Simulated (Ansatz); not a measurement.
Calculated with Ansatz (gas phase, PBE0-D4/def2-TZVP geometries, no zero-point term in ΔE). CBS: MP2 limit from def2 TZ/QZ plus the TZ coupled-cluster correction, frozen cores. This one scheme is used for every species. DFT in def2-TZVPP. def2 core potentials past Kr. For Sn outer-core shells are correlated without core-valence functions, which leaves a few kJ/mol of doubt a bond. One conformer a species, not always the lowest.

`[CH3][SnH]([NH2])[OH]` + H–F → `[CH3][SnH]([NH2])[F]` + H₂O  (ligand exchange at the Sn–O bond)

| level | ΔE (kcal/mol) |
| --- | --- |
| ωB97X-V | -10.7 |
| HF/def2-TZVPP | -11.9 |
| HF/CBS(def2) | -12.5 |
| CCSD/CBS(def2) | -9.7 |

(1) What does CCSD(T)/CBS give? (Estimate.)

Largest T1 diagnostic among the species: 0.013.

Answers

(1) The calculation gave: -9.2 kcal/mol. The listed levels differ from it by -1.5, -2.7, -3.3, -0.5 kcal/mol.

In def2-TZVPP, CCSD(T) changes the Hartree–Fock value by +3.5 kcal/mol (the triples alone add +0.5 kcal/mol) and MP2 by +4.2 kcal/mol. The D4 term adds +0.7 kcal/mol with B3LYP and +0.4 kcal/mol with PBE0; it sums over pairs of atoms, weighted by their polarisabilities, and B3LYP, whose exchange is more repulsive, gets the larger term.

B3LYP here is the variant with VWN-RPA as its local correlation; programs differ in this.
